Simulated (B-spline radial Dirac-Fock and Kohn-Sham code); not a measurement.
Satellites and hypersatellites of the K lines of Pd⁴⁺

System: palladium as Pd⁴⁺, [Kr] 4d5 5s1 (not the ground configuration).

Model: multi-electron Dirac-Fock with separately optimised hole states, Breit and Lamb-shift corrections added in first order. Program: a radial atomic solver. Each two-hole energy is an average over J within one jj subconfiguration, not an observable level; in light atoms, where LS coupling holds, the j-resolved values are not observed lines, and for a K spectator the Kα1 hypersatellite is nearly forbidden. The model has no electron correlation.

Lines without a spectator: Kα2 (K-L2) 21017.3 eV, Kα1 (K-L3) 21174.4 eV, Kβ3 (K-M2) 23787.5 eV, Kβ1 (K-M3) 23815.6 eV. Shifts in eV with one spectator hole (a dash: not computed, or left out as unreliable):

```
spectator hole     Kα2     Kα1     Kβ3     Kβ1
        K (1s)  +520.8  +534.7  +662.9  +665.7
    L2 (2p1/2)   +56.1   +70.3       –  +150.8
    L3 (2p3/2)   +56.4   +56.1  +135.8       –
    M2 (3p1/2)       –   +7.59  +17.67  +21.55
    M3 (3p3/2)   +5.80       –  +18.67  +18.10
    M4 (3d3/2)   +0.79   -1.56       –       –
    M5 (3d5/2)   -1.94   -0.26       –       –
```

With n spectator holes in 2p, averaged over the 2p shell (energies in eV):

| n | KαLⁿ | step | hypersatellite KαʰLⁿ |
| --- | --- | --- | --- |
| 0 | 21122.0 | – | 21652.0 |
| 1 | 21182.0 | +60.0 | 21713.5 |
| 2 | 21243.2 | +61.2 | 21776.1 |
| 3 | 21305.7 | +62.5 | 21840.0 |
| 4 | 21369.5 | +63.7 | 21905.2 |
| 5 | 21434.5 | +65.0 | 21971.7 |
